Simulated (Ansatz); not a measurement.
`C=[C]1[GeH2][SnH2]1`, relaxed with RKS PBE0-D4/def2-TZVP in the Gaussian-basis code of Ansatz from a PBE-D4/def2-SVP geometry. The force threshold is 0.005 eV/Å; the program also tests the step.

Total charge 0; spin multiplicity 1. Sn takes the def2 core potential.

Start:

```xyz
10

C     1.580   -0.673    0.817
C     0.471   -0.194    0.236
Ge   -0.075    0.695   -1.448
Sn   -1.694    0.078    0.492
H     2.568   -0.621    0.319
H     1.570   -1.143    1.819
H     0.429    2.148   -1.669
H     0.013   -0.150   -2.749
H    -2.204    1.215    1.690
H    -2.658   -1.356    0.493
```

(1) How much energy does the relaxation release, and in how many steps? (Estimate.)

(2) Which bonds change most? (Estimate.)

(3) Give the relaxed structure. (Estimate.)

Results:

(1) Ansatz gave: 0.05 eV, in 5 steps, 1 of them rejected.

(2) Computed: C2–Sn4 from 2.197 to 2.157 Å; Ge3–Sn4 from 2.601 to 2.561 Å; Sn4–H9 from 1.728 to 1.703 Å; Sn4–H10 from 1.728 to 1.703 Å.

(3) The calculation gave: 
```xyz
10

C     1.560   -0.665    0.811
C     0.465   -0.195    0.236
Ge   -0.079    0.687   -1.432
Sn   -1.661    0.073    0.487
H     2.535   -0.616    0.326
H     1.546   -1.126    1.797
H     0.414    2.127   -1.648
H     0.003   -0.151   -2.718
H    -2.163    1.197    1.663
H    -2.620   -1.333    0.477
```
